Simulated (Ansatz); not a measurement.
The cluster SiSe2⁺. Total charge 1; doublet. Geometry r2SCAN-D4/def2-TZVP; atoms count from 1.

```xyz
3

Si    1.149    0.686    0.270
Se   -0.090   -0.782   -1.078
Se   -1.058    0.096    0.808
```

The structure comes from a short search, and lower isomers may exist.

Estimate the Mulliken populations from the PBE0/def2-TZVP orbitals of Ansatz.


```tsv
atom	charge (e)	spin (α − β)
Si1	0.53	-0.10
Se2	0.24	0.55
Se3	0.24	0.55
```
Mulliken values and Mayer orders depend strongly on the basis.

Where does the spin sit?

Summed by element: Si -0.10, Se 1.10, of 1 unpaired in all. Largest on single atoms: Se2 0.55, Se3 0.55, Si1 -0.10.

And the Mayer bond orders between bonded heavy atoms (over 0.3)?

Si1–Se2 1.07 (2.35 Å); Si1–Se3 1.07 (2.35 Å); Se2–Se3 1.41 (2.29 Å).
